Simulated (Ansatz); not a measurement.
A nudged elastic band was laid between two geometries of C2H6BFSi (11 atoms, charge 0, multiplicity 1).

These are results of RKS BLYP-D4/cc-pVDZ in Ansatz, not measurements.

```json
{"movable images": "7", "climbing image": "yes", "spring": "2.0 to 10.0 eV/Å², energy-weighted", "optimiser": "quadratic models (default)", "start path": "through a guess of the saddle point", "force threshold": "0.03 eV/Å", "iteration limit": "60", "end points": "relaxed"}
```

Image 0:

```xyz
11
Properties=species:S:1:pos:R:3
F 1.429 1.547 0.846
C 0.978 0.369 0.211
C -0.038 -0.460 1.048
B -0.992 -1.004 -0.088
Si -0.266 0.474 -1.312
H 1.873 -0.247 -0.032
H 0.356 -1.089 1.874
H -0.737 0.280 1.533
H -1.758 -1.935 -0.068
H 0.275 0.251 -2.702
H -1.055 1.758 -1.288
```

Image 8:

```xyz
11
Properties=species:S:1:pos:R:3
F 1.124 1.690 1.241
C 0.911 0.641 0.316
C 0.057 -0.531 0.906
B -1.082 -0.760 -0.223
Si -0.504 0.966 -0.995
H 1.904 0.316 -0.057
H 0.674 -1.437 1.104
H -0.376 -0.206 1.873
H -1.957 -1.577 -0.332
H -0.394 -0.690 -1.417
H -0.293 1.531 -2.395
```

What changes between the two ends?

No bond is made or broken.

What energy profile does the band end with?

It converged. The highest image is number 6 of 0 to 8, 0.42 eV above the first end and 0.10 eV above the last; the last end lies 0.32 eV above the first. Another band between the same ends (7 images) ends at a top of the same energy, where a vibrational analysis finds 1 clearly imaginary mode.

```json
{"image": "0", "path coordinate (Å)": "0.00", "energy (eV)": "0.00"}
{"image": "1", "path coordinate (Å)": "0.75", "energy (eV)": "0.04"}
{"image": "2", "path coordinate (Å)": "1.50", "energy (eV)": "0.11"}
{"image": "3", "path coordinate (Å)": "2.25", "energy (eV)": "0.26"}
{"image": "4", "path coordinate (Å)": "2.54", "energy (eV)": "0.36"}
{"image": "5", "path coordinate (Å)": "2.72", "energy (eV)": "0.40"}
{"image": "6", "path coordinate (Å)": "2.87", "energy (eV)": "0.42"}
{"image": "7", "path coordinate (Å)": "3.09", "energy (eV)": "0.38"}
{"image": "8", "path coordinate (Å)": "3.42", "energy (eV)": "0.32"}
```

What is the geometry of the highest image?


```xyz
11
Properties=species:S:1:pos:R:3
F 1.082 1.681 1.199
C 0.930 0.597 0.305
C 0.058 -0.564 0.909
B -1.171 -0.703 -0.124
Si -0.413 0.815 -1.092
H 1.947 0.271 0.000
H 0.633 -1.484 1.151
H -0.368 -0.176 1.862
H -2.014 -1.549 -0.266
H -0.135 -0.659 -1.619
H -0.484 1.714 -2.305
```

Run time: 3.2 min on 2 threads of Arm Neoverse V1, on a shared host, peak memory 0.15 GiB.
